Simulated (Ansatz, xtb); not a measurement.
**A geometry optimisation of BFGeHS with r2SCAN-D4/def2-SVP**

The starting geometry of this gas-phase doublet was built from a drawn formula by distance geometry; its bonds are those of `F[BH][Ge]=[S]`.

```xyz
5

B    -2.4875    0.7429    1.7082
F    -3.2829    1.5731    0.7572
Ge   -1.1653   -0.5877    0.4871
S     0.1734   -1.8460    0.4470
H    -3.0916    0.0680    2.4477
```

Q: Where would you expect an optimisation with r2SCAN-D4/def2-SVP to take it?

A: A new bond forms, giving a structure given below by its coordinates. Distances that change by over a tenth: B1–F2 (1.49 → 1.34 Å), B1–Ge3 (2.24 → 2.51 Å), Ge3–S4 (1.84 → 2.19 Å). Contacts that close: B1–S4 (3.92 → 1.87 Å).

The energy falls by 2.52 eV over 20 steps:

```
step  E − E(last) (eV)
   1             2.522
   3             1.158
   5             0.983
   7             0.947
   9             0.918
  12             0.704
  14             0.184
  16             0.009
  18             0.000
  20             0.000
```

Final geometry (Å):

```xyz
5

B    -2.1152    0.3861    1.5169
F    -2.3955    1.5524    0.9296
Ge   -2.0381   -1.5407   -0.0963
S    -0.5145   -0.4612    1.0534
H    -2.7907    0.0137    2.4436
```

From the same start GFN2-xTB reaches the same bonding as this run.

The end wasn't checked by frequencies. Open shells are spin-unrestricted. Run with Ansatz 0.2.0, 97 s on 1 thread of Intel(R) Xeon(R) 6975P-C (Granite Rapids), on a shared host.
